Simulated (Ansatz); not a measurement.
Gas-phase electronic energies from Ansatz, PBE0-D4/def2-TZVP geometries. CCSD(T)/CBS adds triple-zeta CCSD(T) − MP2 to the extrapolated MP2 energy (def2 sets, frozen cores). Functionals use def2-TZVPP. For Ge outer-core shells are correlated without core-valence functions, which leaves a few kJ/mol of doubt a bond. Scalar relativity is left out up to krypton. One conformer a species, not always the lowest.

Consider the redistribution: `[SiH3][GeH2][SiH2][GeH2][SiH2][GeH3]` + `C=C[SiH3]` → `C=C[SiH2][GeH3]` + `[SiH3][GeH2][SiH2][GeH2][SiH3]`.

```json
{"level": "PBE-D4", "ΔE (kJ/mol)": "7.5"}
{"level": "PBE0", "ΔE (kJ/mol)": "3.1"}
{"level": "CCSD(T)/def2-TZVPP", "ΔE (kJ/mol)": "9.3"}
{"level": "HF/def2-QZVPP", "ΔE (kJ/mol)": "-0.1"}
```

**Question.** What does CCSD(T)/CBS give? (Best estimate.)

**Answer.** Computed: +9.0 kJ/mol. The listed levels differ from it by -1.5, -5.9, 0.3, -9.1 kJ/mol.

Largest T1 diagnostic among the species: 0.013.

In def2-TZVPP, CCSD(T) changes the Hartree–Fock value by +8.9 kJ/mol (the triples alone add +1.4 kJ/mol) and MP2 by +10.0 kJ/mol. The D4 term adds +8.4 kJ/mol with B3LYP and +5.1 kJ/mol with PBE0; it sums over pairs of atoms, weighted by their polarisabilities, and B3LYP, whose exchange is more repulsive, gets the larger term.

B3LYP here is the variant with VWN-RPA as its local correlation; programs differ in this.
